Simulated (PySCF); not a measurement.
A survey of ²⁹Si NMR shifts

How the numbers were obtained: σ from GIAO-PBE0/pcSseg-1, coordinates at the GFN2-xTB level, in PySCF (non-relativistic, rapidly exchanging positions averaged, single conformer, gas phase).

Shieldings were converted by a linear fit to measured shifts: ²⁹Si: δ = 279.94 − 0.822σ (rms 8.9 ppm, 72 shifts, 25.8 ppm with the 6 outliers that the fit left out vs TMS, solution or neat liquid). Occasional misses reach two or three times the rms, and more in compound classes unlike the fitted ones.

Q: Give the ²⁹Si shifts of `CCN[SiH2][C@H](C)N[SiH3]`, `C[C@@H]([SiH2]F)[SiH2]CCl`, `C[Si@H](CF)c1cccs1`, `C=C1CC(F)=C(S[SiH3])C1`.

A: 
```csv
compound,environment,δ (ppm)
[CH3:1][CH2:2][NH:3][SiH2:4][C@H:5]([CH3:6])[NH:7][SiH3:8],"Si4: silicon bonded to C, N, 2 H",-38.1
[CH3:1][CH2:2][NH:3][SiH2:4][C@H:5]([CH3:6])[NH:7][SiH3:8],"Si8: silicon bonded to N, 3 H",-56.0
[CH3:1][C@@H:2]([SiH2:3][F:4])[SiH2:5][CH2:6][Cl:7],"Si3: silicon bonded to C, F, 2 H",2.4
[CH3:1][C@@H:2]([SiH2:3][F:4])[SiH2:5][CH2:6][Cl:7],"Si5: silicon bonded to 2 C, 2 H",-30.9
C[Si@H](CF)c1cccs1,"silicon bonded to 3 C, H",-33.5
C=C1CC(F)=C(S[SiH3])C1,"silicon bonded to S, 3 H",-52.8
```

Q: Order these by ²⁹Si shift, lowest first.
A. C=C[C@@H]([SiH3])Cl
B. Fc1snnc1[SiH3]
C. CC1=CC[Si@@H](P)C1
D. C/C=C\[SiH2]Cl
E. C[Si](Cl)(Cl)c1ccccc1

A: B (-76.8 ppm, silicon bonded to C, 3 H), A (-54.8 ppm, silicon bonded to C, 3 H), D (-34.3 ppm, silicon bonded to C, Cl, 2 H), C (-12.0 ppm, silicon bonded to 2 C, P, H, in a 5-membered ring), E (16.2 ppm, silicon bonded to 2 C, 2 Cl).
